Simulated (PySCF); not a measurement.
A PySCF script (with the pyscf-properties extension) for the NMR shieldings of SMILES C1=CC([SiH2]N)=CC=C1[SiH3], C6H11NSi2, on a PBE0-D3(BJ)/def2-SVP geometry:

```python
import basis_set_exchange as bse
import numpy as np
from pyscf import gto, dft
from pyscf.prop import nmr

atoms = """
N     2.997269    0.703776    0.389393
Si    2.180512    0.068112   -0.999924
C     0.343298   -0.006536   -0.617519
C    -0.499382   -0.936920   -1.243307
C    -1.864257   -0.964947   -0.969659
C    -2.434430   -0.067231   -0.053617
Si   -4.280441   -0.089725    0.294874
C    -1.589571    0.856134    0.579704
C    -0.224461    0.887538    0.300771
H     3.896302    1.157310    0.273447
H     2.958926    0.202428    1.270466
H     2.491467    1.010446   -2.119353
H     2.587422   -1.305998   -1.452026
H    -0.082746   -1.659171   -1.952784
H    -2.491894   -1.706316   -1.474186
H    -5.051738    0.494846   -0.846463
H    -4.564125    0.713708    1.522377
H    -4.757703   -1.492464    0.496619
H    -2.001784    1.563278    1.305865
H     0.420429    1.609942    0.809721
"""
names = dict.fromkeys(["N", "Si", "C", "H"], "pcSseg-1")
basis = {el: gto.basis.parse(bse.get_basis(n, elements=[el], fmt="nwchem")) for el, n in names.items()}
mol = gto.M(atom=atoms, basis=basis, charge=0, verbose=0)
mf = dft.RKS(mol, xc="PBE0")
mf.grids.level = 2
mf.grids.alignment = dft.numint.BLKSIZE   # the property module wants whole blocks of grid points
mf.conv_tol = 1e-9
mf.kernel()

calc = nmr.RKS(mf)   # GIAO
C = mf.mo_coeff
Co = C[:, mf.mo_occ > 0]
resp = mf.gen_response(singlet=True, hermi=2)
def vind(x):   # induced exchange potential for any number of trial vectors
    d = np.einsum("pi,xij,qj->xpq", C, 2 * x.reshape(-1, C.shape[1], Co.shape[1]), Co, optimize=True)
    return np.einsum("xpq,pi,qj->xij", resp(d - d.transpose(0, 2, 1)), C, Co, optimize=True).ravel()
mo1, _ = nmr.rhf.solve_mo1(calc, with_cphf=vind)
sigma = calc.kernel(mo1)
for i, s in enumerate(sigma):   # ppm
    w = np.linalg.eigvalsh((s + s.T) / 2)
    print("%2d %-2s iso %8.1f  s11 %8.1f  s22 %8.1f  s33 %8.1f" % (i, mol.atom_pure_symbol(i), w.mean(), *w))
```

**Question.** Give the expected output.

**Answer.** 
```
 0 N  iso    258.5  s11    222.7  s22    260.8  s33    292.0
 1 Si iso    386.5  s11    333.7  s22    386.0  s33    439.8
 2 C  iso     43.4  s11    -50.8  s22     -7.0  s33    188.1
 3 C  iso     44.7  s11    -73.9  s22     35.3  s33    172.7
 4 C  iso     43.9  s11    -73.8  s22     35.2  s33    170.3
 5 C  iso     48.4  s11    -49.7  s22      5.0  s33    189.8
 6 Si iso    415.7  s11    366.0  s22    415.5  s33    465.6
 7 C  iso     43.1  s11    -75.0  s22     37.7  s33    166.6
 8 C  iso     43.9  s11    -75.8  s22     29.5  s33    177.9
 9 H  iso     30.8  s11     23.5  s22     26.0  s33     43.0
10 H  iso     31.2  s11     24.3  s22     27.9  s33     41.5
11 H  iso     26.1  s11     23.1  s22     24.7  s33     30.5
12 H  iso     26.0  s11     21.4  s22     25.4  s33     31.1
13 H  iso     23.6  s11     19.7  s22     22.9  s33     28.1
14 H  iso     23.6  s11     19.5  s22     22.9  s33     28.4
15 H  iso     26.6  s11     23.6  s22     24.7  s33     31.6
16 H  iso     26.9  s11     23.0  s22     26.1  s33     31.4
17 H  iso     26.7  s11     23.0  s22     25.6  s33     31.5
18 H  iso     23.5  s11     19.4  s22     22.7  s33     28.3
19 H  iso     23.1  s11     18.6  s22     21.6  s33     29.0
```

These numbers come from an equivalent density-fitted implementation of the same equations, which agrees with the script to about 0.01 ppm for H and up to a few tenths of a ppm for heavy atoms, so last digits may differ.

**Question.** Turn these shieldings into chemical shifts. Scale: ¹⁵N (σ = 265.67 ppm) against NH3; ²⁹Si (σ = 351.99 ppm), ¹³C (σ = 184.41 ppm), ¹H (σ = 31.27 ppm) against TMS (reference shieldings calculated alike).

**Answer.** Averaging equivalent atoms: N 0: 7.2; Si 1: -34.5; Si 6: -63.7; C 2: 141.0; C 4/7: 140.9; C 3/8: 140.1; C 5: 136.0; H 13/19: 7.94; H 14/18: 7.73; H 11/12: 5.24; H 15/16/17: 4.54; H 9/10: 0.26 ppm. Experimental scales use liquid or dissolved standards, which lie at an offset from isolated NH3 (liquid NH3: subtract about 20 ppm).

Size and cost of the density-fitted run: 222 basis functions, 25 s wall time on 1 thread of an AMD EPYC 9R45 96-Core, shared host; peak memory 0.97 GiB.
